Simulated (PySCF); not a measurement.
Excitations are Tamm–Dancoff values on a coarser integration grid. The basis has no diffuse functions, so Rydberg states are missing or too high.

**C3H14Si3, SMILES `[SiH3]C([SiH3])([SiH3])CC` (C–C–C–Si torsion 62°) (charge 0, multiplicity 1)**

Computed with PySCF with PBE-D3(BJ)/def2-TZVP // PBE0-D3(BJ)/def2-SVP.

```
Quantity                                        Value
----------------------  -----------------------------
HOMO                                         -7.11 eV
dipole moment                                  1.07 D
HOMO–LUMO gap                                 6.37 eV
LUMO                                         -0.74 eV
S1 excitation (TDA)                           6.51 eV
S1 oscillator strength                          0.024
T1 excitation (TDA)                           6.20 eV
S1–T1 gap (TDA)                               0.31 eV
total energy                             -990.6553 Ha
cost                    around 9 core-minutes (rough)
```

```xyz
20

C      2.1185    -0.6359    -0.4797
C      1.0594    -0.4941     0.6052
C     -0.3085     0.0776     0.1416
Si    -0.1467     1.8364    -0.5473
Si    -1.4453     0.1566     1.6568
Si    -1.1441    -1.0351    -1.1459
H      3.0491    -1.0466    -0.0601
H      1.7930    -1.3120    -1.2860
H      2.3643     0.3327    -0.9431
H      1.4602     0.1477     1.4111
H      0.8938    -1.4828     1.0712
H      0.6689     2.6642     0.3968
H     -1.5008     2.4545    -0.6904
H      0.5129     1.8621    -1.8895
H     -1.6081    -1.2159     2.2326
H     -0.8269     1.0331     2.7015
H     -2.7926     0.6978     1.3058
H     -2.5686    -0.6196    -1.3312
H     -0.4696    -0.9664    -2.4791
H     -1.1090    -2.4543    -0.6702
```
Charge 0, spin multiplicity 1.
